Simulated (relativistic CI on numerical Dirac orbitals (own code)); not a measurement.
**Electric-dipole lines of Os⁷⁰⁺**

Computed by Dirac-Coulomb-Breit CI, separate exchange-only KLI orbitals for each configuration, model QED (radiative potential, 1s self-energy scaled to tabulated hydrogen-like ionisation energies), unscaled Slater integrals (own radial code, finite nucleus).

Configuration list (outside the closed core 1s2): 2s²2p², 2s2p³, 2p⁴, 2p³3s, 2p³3p, 2s²2p3s, 2p³3d, 2s²2p3p, 2s²2p3d, 2s2p²3s, 2s2p²3p, 2s2p²3d, 2s²2p4s, 2s²2p4p, 2s²2p4d, 2s²2p4f, 2s²3s², 2s2p²4s, 2s²3s3p, 2s2p²4p, 2s²3s3d, 2s2p²4d, 2s²2p5s, 2s2p²4f, 2s²3p², 2s²2p5p, 2s²2p5d, 2s²2p5f, 2s²2p5g, 2s²3p3d, 2s2p3s², 2s²3d², 2s2p3s3p, 2s2p3s3d, 2s2p3p², 2s2p3p3d. Levels of other configurations are missing.

```tsv
λ vac (nm)	Lower	Upper	A (s⁻¹)	E lower (eV)	E upper (eV)
0.10516	2s²2p² ¹D2 [3]	2s²2p3d ³F°3 [68]	1.64e+15	1617.4	13407.9
0.10537	2s²2p² ³P0 [1]	2s²2p3d ³D°1 [32]	2.17e+15	0.0	11766.5
0.10547	2s2p³ ³D°3 [9]	2s2p²3d ³F4 [180]	1.71e+15	3530.4	15285.6
0.10557	2s2p³ ³P°2 [4]	2s2p²3d ³D2 [94]	1.79e+15	1915.7	13659.9
0.10565	2s2p³ ³P°2 [4]	2s2p²3d ³D3 [92]	1.74e+15	1915.7	13651.4
0.10600	2p⁴ ³P2 [14]	2p³3d ³F°3 [232]	1.89e+15	3965.0	15661.8
0.12012	2s2p³ ³P°2 [16]	2s2p²3d ³D3 [207]	1.91e+15	5192.0	15513.5
0.12039	2s²2p² ³P2 [6]	2s²2p3d ³D°3 [77]	2.78e+15	3242.5	13540.9
0.12061	2s²2p² ³P2 [6]	2s²2p3d ³P°2 [75]	1.20e+15	3242.5	13522.6
0.12063	2s²2p² ³P1 [2]	2s²2p3d ³P°2 [33]	1.54e+15	1599.0	11877.2
0.12079	2s²2p² ¹D2 [3]	2s²2p3d ³F°3 [34]	1.70e+15	1617.4	11881.8
0.12080	2s2p³ ¹P°1 [17]	2s2p²3d ¹D2 [215]	2.30e+15	5282.4	15545.9
0.12082	2s2p³ ⁵S°2 [8]	2s2p²3d ³F3 [105]	2.27e+15	3484.8	13746.4
0.12089	2s2p³ ³D°3 [9]	2s2p²3d ³F4 [111]	2.19e+15	3530.4	13786.3
0.12094	2s2p³ ³D°3 [9]	2s2p²3d ³D3 [110]	1.31e+15	3530.4	13781.7
0.12096	2s2p³ ³P°2 [4]	2s2p²3d ³D3 [39]	1.70e+15	1915.7	12166.0
0.12101	2s2p³ ³P°2 [16]	2s2p²3d ³D2 [200]	2.29e+15	5192.0	15437.7
0.12105	2s2p³ ³S°1 [11]	2s2p²3d ³P2 [117]	2.11e+15	3620.9	13863.4
0.12114	2s2p³ ¹D°2 [12]	2s2p²3d ¹F3 [118]	2.42e+15	3629.9	13864.6
0.12116	2s2p³ ³P°2 [16]	2s2p²3d ³D3 [198]	1.52e+15	5192.0	15425.3
0.12146	2p⁴ ³P2 [14]	2p³3d ³D°3 [131]	2.77e+15	3965.0	14172.9
0.12148	2p⁴ ¹D2 [19]	2p³3d ¹D°2 [246]	2.26e+15	5600.1	15805.9
0.12153	2p⁴ ¹D2 [19]	2p³3d ¹F°3 [245]	1.94e+15	5600.1	15802.4
0.12183	2s2p³ ¹P°1 [5]	2s2p²3d ³F2 [40]	1.53e+15	2007.9	12184.5
0.35098	2s²2p3d ³F°2 [31]	2s²2p4f ³G3 [175]	3.47e+14	11739.4	15271.9
0.35250	2s2p²3d ³D2 [38]	2s2p²4f ³F°3 [217]	3.41e+14	12037.8	15555.1
0.36253	2s²2p3d ³P°2 [33]	2s²2p4f ³D3 [183]	3.35e+14	11877.2	15297.2
0.36302	2s²2p3d ³F°3 [34]	2s²2p4f ³G4 [182]	3.56e+14	11881.8	15297.1
0.36322	2s2p²3d ³D3 [39]	2s2p²4f ³F°4 [221]	3.56e+14	12166.0	15579.5
0.36504	2s2p²3d ³F2 [40]	2s2p²4f ³F°3 [222]	3.38e+14	12184.5	15580.9
```

Terms are leading LS components. Brackets give the number of a level in order of energy, since labels repeat. The list gives strong lines, with weight on those to low levels, without lines whose two gauges differ by over a factor of 2.5, among the lowest 400 of 791 levels, so that lines to higher ones, which can be the strongest, are missing. Levels whose partners in the same complex of configurations lie outside the list can be far off, and so can their lines. Rates are taken at the computed energies, electric ones in the length gauge.

At this charge energies of transitions that change n are usually good to better than 1 %, and those within a shell (Δn = 0) to a few per cent.

LS names give the leading component of a level, which can be under half, so a name can repeat, a term be missing and a line seem to break the LS rules.
